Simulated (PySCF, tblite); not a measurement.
Isomers of C3H9NSSi, one GFN2-xTB conformer each. Single-point energies are computed at PBE0/pcSseg-1 (PySCF, gas phase, no added dispersion term), electronic only.

| SMILES | GFN2-xTB relative energy (kJ/mol) |
| --- | --- |
| [H]/N=C\CCS[SiH3] | 90.7 |
| C/C(CS)=N\[SiH3] | 47.7 |
| S[SiH2]NC1CC1 | 0.0 |

Conformers: `[H]/[N:1]=[CH:2]\[CH2:3][CH2:4][S:5][SiH3:6]` with N1–C2–C3–C4 124°, C2–C3–C4–S5 179°, C3–C4–S5–Si6 -80°; `[CH3:1]/[C:2]([CH2:3][SH:4])=[N:5]\[SiH3:6]` with C1–C2–C3–S4 77°, C2–C3–S4–H 60°; `[SH:1][SiH2:2][NH:3][CH:4]1[CH2:5][CH2:6]1` with H–S1–Si2–N3 -56°, S1–Si2–N3–C4 175°, Si2–N3–C4–C5 -70°.

What does PBE0/pcSseg-1 give for the same structures?

```
           SMILES  PBE0/pcSseg-1 E (Eh)  PBE0/pcSseg-1 (kJ/mol)  GFN2-xTB (kJ/mol)  point group
    S[SiH2]NC1CC1            -861.66456                     0.0                0.0           C1
 C/C(CS)=N\[SiH3]            -861.63862                    68.1               47.7           C1
[H]/N=C\CCS[SiH3]            -861.63783                    70.2               90.7           C1
```

Both levels put the same isomer lowest; measured from each level's own lowest isomer, the values differ by up to 20.5 kJ/mol ([H]/N=C\CCS[SiH3]: 90.7 against 70.2). As drawn, the lowest has a three-membered ring and an S–H bond, which the highest lacks; the highest has a C=N bond, which the lowest lacks. Neighbours under 10 kJ/mol apart (C/C(CS)=N\[SiH3] and [H]/N=C\CCS[SiH3]) can change places with a better method, another conformer or zero-point energy.

Which frontier levels, dipoles and rotational constants go with these structures?

| SMILES | HOMO (eV, PBE0/pcSseg-1) | LUMO (eV) | dipole (D) | A, B, C (MHz) |
| --- | --- | --- | --- | --- |
| S[SiH2]NC1CC1 | -7.11 | 0.53 | 2.44 | 6950, 973.1, 926.7 |
| C/C(CS)=N\[SiH3] | -6.75 | -0.74 | 1.39 | 4653, 1050, 957.5 |
| [H]/N=C\CCS[SiH3] | -6.96 | -0.32 | 1.80 | 5648, 906.3, 827.0 |

What happens when harmonic zero-point energies from GFN2-xTB frequencies are added?

```json
{"SMILES": "S[SiH2]NC1CC1", "ZPE (kJ/mol)": "294.6", "electronic (kJ/mol)": "0.0", "with ZPE (kJ/mol)": "0.0"}
{"SMILES": "C/C(CS)=N\\[SiH3]", "ZPE (kJ/mol)": "282.7", "electronic (kJ/mol)": "68.1", "with ZPE (kJ/mol)": "56.2"}
{"SMILES": "[H]/N=C\\CCS[SiH3]", "ZPE (kJ/mol)": "292.9", "electronic (kJ/mol)": "70.2", "with ZPE (kJ/mol)": "68.5"}
```

The zero-point energies span 11.9 kJ/mol. The order is unchanged.
